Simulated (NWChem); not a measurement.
Molecule: BeIF; SMILES [F][Be][I]

Results from NWChem. def2 effective core potentials on I; no spin-orbit coupling. Each level has its own optimisation; frequencies are unscaled.

| level | r Be–F (Å) | r Be–I (Å) | highest harmonic frequency (cm⁻¹) | lowest (cm⁻¹) | zero-point energy (kcal/mol) |
|---|---|---|---|---|---|
| CAM-B3LYP/def2-SVP (core potentials) | 1.383 | 2.160 | 1387 | 255 | 3.2 |
| Hartree-Fock/STO-3G (all-electron, non-relativistic) | 1.303 | 2.116 | 1646 | 255 | 3.7 |
| Hartree-Fock/3-21G (all-electron, non-relativistic) | 1.372 | 2.200 | 1517 | 229 | 3.4 |
| PBE0/def2-SVP (core potentials) | 1.389 | 2.165 | 1368 | 251 | 3.2 |
